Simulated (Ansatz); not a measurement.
Ideal-gas functions of AsH$_{5}$OSi, SMILES `[SiH3]O[AsH2]` at 800 K and 1 bar, from an Ansatz frequency run at PBE0-D4/def2-TZVP.

Molar mass 124.05 g/mol, point group Cs (symmetry number 1), electronic degeneracy 1, moments of inertia 17.735, 230.652, 237.718 u Å². Harmonic wavenumbers (cm⁻¹, unscaled): 26, 71, 131, 535, 718, 724, 799, 810, 947, 956, 984, 1003, 1010, 2181, 2190, 2210, 2213, 2248.

Use S(trans) = R[1.5 ln M + 2.5 ln T − 1.1517]; rotational temperatures θ = 24.2544 K / I; S(rot) = R[ln(√π/σ · √(T³/θAθBθC)) + 1.5]; for each mode x = 1.438777 ν̃/T, S = R[x/(eˣ − 1) − ln(1 − e⁻ˣ)] and H = RT x/(eˣ − 1); 1 cm⁻¹ = 0.0119627 kJ/mol; R = 8.31446 J/(mol·K).

Problem. By hand: the entropy, in J/(mol·K).

Solution. Translation 189.5. Rotation: θ = 1.3676, 0.1052, 0.102 K, giving 118.1. Vibration, mode by mode: 33.78, 25.43, 20.35, 8.95, 6.74, 6.68, 5.98, 5.88, 4.82, 4.76, 4.58, 4.45, 4.41, 0.82, 0.81, 0.79, 0.79, 0.75, in all 140.8. Electronic 0.0. Sum 448.4 J/(mol·K).

Problem. By hand: H − E and G − E in kJ/mol, counted from the electronic energy.

Solution. Zero-point energy ½ × 19756 × 0.0119627 = 118.2; thermal vibration 49.7; translation, rotation and pV give 4 RT = 26.6. H − E = 194.5 kJ/mol, and G − E = 194.5 − 800 × 448.4/1000 = -164.2 kJ/mol.

Vibration gives 31 % of the entropy, 79.6 J/(mol·K) of it from the modes under 150 cm⁻¹: soft modes count most, and the harmonic formula is weakest for them.
